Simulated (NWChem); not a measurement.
System: C2H7CdN; SMILES [N](C)(C)[CdH]

```xyz
11

Cd     0.0000     0.0000    -0.8680
H      0.0000     0.0000    -2.5188
N      0.0000     0.0000     1.1391
C      0.0000     1.1944     1.9334
C      0.0000    -1.1944     1.9334
H     -0.8893     1.2644     2.5987
H      0.8893     1.2644     2.5987
H      0.0000     2.1019     1.3075
H      0.8893    -1.2644     2.5987
H     -0.8893    -1.2644     2.5987
H      0.0000    -2.1019     1.3075
```
Atoms are numbered in this order, from 1.

Results from NWChem. Coordinates come from a PBE0/def2-SVP optimisation. Not confirmed as a minimum by frequencies. def2 effective core potentials on Cd; no spin-orbit coupling. Level M06-2X/def2-SVP: energy and gradient on several grids; changes count from the extra-fine grid, which is no exact limit either.

| grid | size of the energy change (μHa) | largest change of a gradient component (μHa/bohr) |
|---|---|---|
| xcoarse | 20000 | 8000 |
| coarse | 1000 | 700 |
| medium | 70 | 200 |
| fine | < 10 | 100 |
| xfine | < 10 | < 30 |
